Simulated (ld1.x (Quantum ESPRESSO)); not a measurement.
Which change was made? (La, TM)

La (Z = 57), norm-conserving Troullier–Martins (Kleinman–Bylander form), made with ld1.x (Quantum ESPRESSO) 7.5 (PBE, scalar-relativistic). Core [Xe], reference 4f0 5d1 6s1.5 6p0.5. Waves: 6s (bound): rc 2.85 bohr; 6p (bound): rc 4.15 bohr; 4f (bound, empty): rc 1.25 bohr; 5d (bound): rc 2.85 bohr. Local part: the d channel. Core correction: none.

Cutoffs, loose and tight: the cutoffs (Ry, on a coarse ladder) from which the occupation-weighted sum of valence levels, in a spherical-Bessel basis at the reference potential, stays within 10 and 1 mRy of its value at 400 Ry. They do not see the model core or the augmentation charge, which bear on the density cutoff. Test errors are all-electron minus pseudo excitation energies from the reference, over the configurations 4f0 5d1 6s2 6p0; 4f0 5d1 6s1 6p0; 4f0 5d1 6s0 6p0; 4f0 5d0 6s2 6p1; 4f0 5d1.5 6s1.5 6p0; 4f0 5d1 6s0 6p2; 4f0 5d0 6s2 6p0; variants that change the core or the reference have their own tests. The largest error is taken over the tests solved by every variant that gives reliable tests at all, those not shown here included: 4f0 5d1 6s0 6p0; 4f0 5d1 6s2 6p0; 4f0 5d1.5 6s1.5 6p0.

The base gives: outcome: generated; cutoff, loose: 10 Ry; cutoff, tight: 18 Ry; bound ghosts: s, p; largest test error (meV): +196.

Problem. After one change the result is: outcome: generated; cutoff, loose: 25 Ry; cutoff, tight: 35 Ry; bound ghosts: s, p; largest test error (meV): +278. Which change was it?
A. all radii scaled by about 0.89 (s 2.54, p 3.70, d 2.54, f 1.12 bohr)
B. all radii scaled by about 1.35 (s 3.86, p 5.62, d 3.86, f 1.70 bohr)
C. all radii scaled by about 0.75 (s 2.12, p 3.10, d 2.12, f 0.94 bohr)

Solution. A. The others give: all radii scaled by about 1.35 (s 3.86, p 5.62, d 3.86, f 1.70 bohr) → outcome: generated; cutoff, loose: 8 Ry; cutoff, tight: 12 Ry; bound ghosts: s, p; largest test error (meV): +168 | all radii scaled by about 0.75 (s 2.12, p 3.10, d 2.12, f 0.94 bohr) → outcome: generated; cutoff, loose: 110 Ry; cutoff, tight: 230 Ry; bound ghosts: s, p; largest test error (meV): +330.
